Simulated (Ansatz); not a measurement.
Computed with Ansatz on PBE0-D4/def2-TZVP structures; ΔE is electronic, products minus reactants. CCSD(T)/CBS is the MP2 limit (def2-TZVPP, def2-QZVPP) plus CCSD(T) − MP2 in def2-TZVPP, frozen cores. This one scheme is used for every species. DFT in def2-TZVPP. B3LYP here is the variant with VWN-RPA as its local correlation; programs differ in this. One conformer a species, not always the lowest.

Consider the substitution at a C–Si bond: `C[SiH](O)[Si](O)(F)F` + `BNB` → `BN(B)C` + `O[SiH2][Si](O)(F)F`.

| level | ΔE (kJ/mol) |
| --- | --- |
| B2PLYP | 87.3 |
| PBE | 87.6 |
| B3LYP | 86.6 |
| HF/def2-TZVPP | 84.5 |
| MP2/def2-TZVPP | 88.9 |
| HF/CBS(def2) | 83.8 |
| MP2/CBS(def2) | 90.6 |
| CCSD/CBS(def2) | 87.7 |

What does CCSD(T)/CBS give? (Best estimate.)

Ansatz gave: +87.3 kJ/mol. The listed levels differ from it by 0.0, 0.3, -0.7, -2.8, 1.6, -3.5, 3.3, 0.4 kJ/mol.

Largest T1 diagnostic among the species: 0.012.
